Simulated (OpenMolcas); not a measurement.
## V4+ in Cs2GeF6: curves along the breathing mode

V4+ with its 6 nearest fluoride ions, on the Ge site of Cs2GeF6 (a = 9.021 Å, distance in the model lattice 1.804 Å). The rest of the host is ab initio model potentials to 7.6 Å and point charges beyond; the distance is set by hand and nothing relaxes. Ligand basis ANO-RCC-VDZP.

```
Program             : OpenMolcas 26.06
Method              : SS-CASPT2, IPEA 0.25 Eh, imaginary shift 0.1 Eh (closed shells correlated: 3s 3p and the ligand valence shells)
Basis               : ANO-RCC-VDZP [5s4p2d1f]
Scalar Hamiltonian  : DKH2, point nucleus
Active space        : 1 electron in 5 orbitals (3d)
State averaging     : 2S+1 = 2 even, 5 roots
Spin-orbit coupling : RASSI with atomic mean-field integrals over the reference wave functions
```

Spin-free energies (labels of O, the rotations of Oh) in cm-1 above the lowest fitted minimum, as all ligands move together:

```json
{"R (Å)": "1.737", "2T2": "5490", "2E": "36360"}
{"R (Å)": "1.778", "2T2": "1320", "2E": "29650"}
{"R (Å)": "1.819", "2T2": "-70", "2E": "26260"}
{"R (Å)": "1.86", "2T2": "1220", "2E": "25550"}
{"R (Å)": "1.901", "2T2": "4140", "2E": "27030"}
{"R (Å)": "1.942", "2T2": "8730", "2E": "30260"}
{"R (Å)": "1.983", "2T2": "14220", "2E": "34890"}
```

Cubic fits give the following; the wavenumber is harmonic, with the mass of all moving ligands, small differences in it between states hang on the degree of the fit, a number in brackets counts states of one label, and the table is a selection of at most 14 states with clean curves.

| State | R0 (Å) | Breathing mode (cm-1) | Minimum (cm-1) |
| --- | --- | --- | --- |
| 2T2 | 1.819 | 653 | 0 |
| 2E | 1.852 | 642 | 25470 |

The minimum of 2E is shifted by +0.0325 Å against 2T2 (from the unrounded fits). With M = 114.0 u for the moving shell, the Huang-Rhys factor in this mode is S = M ω ΔR² / 2ħ = 0.01483 × 114.0 × 653 × 0.0325² = 1.17. Only the first shell moves, against a rigid host.

Roots that are degenerate in the reference are averaged as groups; the widest CASPT2 spread within a group is 130 cm-1 (the 3-fold group of multiplicity 2 near 0 cm-1 above the lowest state of its run, R = 1.901). Shifts and gaps below about the spread of the groups concerned are not significant. Over all roots computed the reference weight is 0.72 to 0.73 in R = 1.737, 0.72 in R = 1.778, 0.72 in R = 1.819, 0.71 to 0.72 in R = 1.86, 0.71 in R = 1.901, 0.71 in R = 1.942, 0.70 in R = 1.983; a low but even weight reflects the number of correlated electrons. An orbital triplet at a regular site is open to Jahn-Teller coupling, which can distort the site and quench the lowest spin-orbit gaps and is left out. Ligand-to-metal charge-transfer states are missing. With one d shell and no ligand orbital active, 10Dq can be off by a tenth or more. The least metal-like active orbital is 79 % on the metal (Löwdin) and no ligand orbital is active, so the numbers are rough (holds for R = 1.737). The least metal-like active orbital is 80 % on the metal (Löwdin) and no ligand orbital is active, so the numbers are rough (holds for R = 1.778; R = 1.819). The least metal-like active orbital is 81 % on the metal (Löwdin) and no ligand orbital is active, so the numbers are rough (holds for R = 1.86; R = 1.901; R = 1.942; R = 1.983). No measured value stands beside these numbers.
